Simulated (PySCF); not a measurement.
Al(Br)2(OMe) (CH₃AlBr₂O), SMILES C[O][Al]([Br])[Br]. Atoms are numbered in the order given.

```xyz
8

Al    -0.3917     0.0034     0.0000
Br     0.2450    -2.1337     0.0000
Br     1.1281     1.6499     0.0000
O     -2.0309     0.3572     0.0000
C     -2.8849     1.4572     0.0000
H     -3.5358     1.4347    -0.8903
H     -3.5358     1.4347     0.8903
H     -2.3401     2.4185     0.0000
```

Coordinates come from a PBE0-D3(BJ)/def2-SVP optimisation. The values are those of a single conformer.

All values below come from TDDFT-B3LYP/def2-SVPD in PySCF.

Vertical excitations. Gas-phase values at a fixed geometry. State labels are in the subgroup Cs.

```tsv
state	symmetry	energy (eV)	λ (nm)	f	main pairs
S1	A'	5.75	216	0.009	HOMO→LUMO 99 %
S2	A"	5.80	214	0.001	HOMO−1→LUMO 99 %
S3	A"	6.03	206	0.000	HOMO−2→LUMO 99 %
S4	A'	6.14	202	0.037	HOMO−3→LUMO 92 %
S5	A"	6.22	199	0.000	HOMO→LUMO+1 99 %
S6	A'	6.33	196	0.019	HOMO−4→LUMO 97 %
S7	A"	6.55	189	0.000	HOMO−3→LUMO+1 98 %
S8	A'	6.69	185	0.138	HOMO−1→LUMO+1 88 %
S9	A"	6.70	185	0.080	HOMO−5→LUMO 95 %
S10	A"	6.81	182	0.005	HOMO−4→LUMO+1 97 %
T1	A'	5.51	225	0	HOMO→LUMO 98 %
T2	A"	5.60	222	0	HOMO−1→LUMO 97 %
T3	A"	5.79	214	0	HOMO−2→LUMO 97 %
T4	A'	5.86	212	0	HOMO−3→LUMO 92 %
```
Triplets are in the Tamm–Dancoff approximation, which puts them higher than full response would, so one can lie above its singlet here.
